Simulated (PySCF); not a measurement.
**`C1=C(F)C[C@H]1CF`, C₅H₆F₂**

Geometry (Å), atoms numbered from 1 in this order:
```xyz
13

F    -2.120   -1.232    0.619
C    -1.579    0.002    0.357
C    -0.324   -0.141   -0.496
C    -0.442   -1.100   -1.665
C    -0.218   -0.132   -2.542
F    -0.117   -0.087   -3.872
C    -0.062    0.976   -1.547
H    -1.373    0.475    1.323
H    -2.355    0.562   -0.177
H     0.539   -0.350    0.139
H    -0.648   -2.150   -1.710
H     0.926    1.430   -1.500
H    -0.818    1.758   -1.590
```

Level of theory: PySCF, GIAO HF/pcSseg-1 magnetisability, rotational g tensor and spin-rotation constants, non-relativistic, gas phase. Geometry: GFN2-xTB, dihedral held. The dihedral F1–C2–C3–C4 is held at 45°.

Q: Give the nuclear spin-rotation constants along the inertial axes (H = +C I·J) beside the isotropic shieldings.

A: Rotational constants 6.7787, 1.4867, 1.3277 GHz. A star marks the isotopologue with that one atom substituted, in its own axes.
```csv
atom,isotope,Caa (kHz),Cbb (kHz),Ccc (kHz),mean (kHz),σ (ppm)
F1,19F,-0.170,0.593,0.128,0.184,444.8
F6,19F,5.864,1.994,0.812,2.890,307.5
H8,1H,-0.204,-0.034,-0.123,-0.120,27.4
H9,1H,-0.612,-0.176,0.070,-0.239,28.1
H10,1H,-0.673,-0.146,0.022,-0.266,29.4
H11,1H,-0.712,0.101,-0.138,-0.250,26.8
H12,1H,-0.596,-0.043,-0.086,-0.242,29.3
H13,1H,-0.748,-0.135,0.008,-0.291,30.0
C2,13C*,1.555,0.294,0.328,0.726,111.9
C3,13C*,1.160,0.212,0.163,0.512,165.4
C4,13C*,2.136,0.518,0.226,0.960,79.0
C5,13C*,2.603,0.627,0.313,1.181,32.1
C7,13C*,0.913,0.254,0.210,0.459,159.1
```
For the geometry as given, no vibrational averaging.
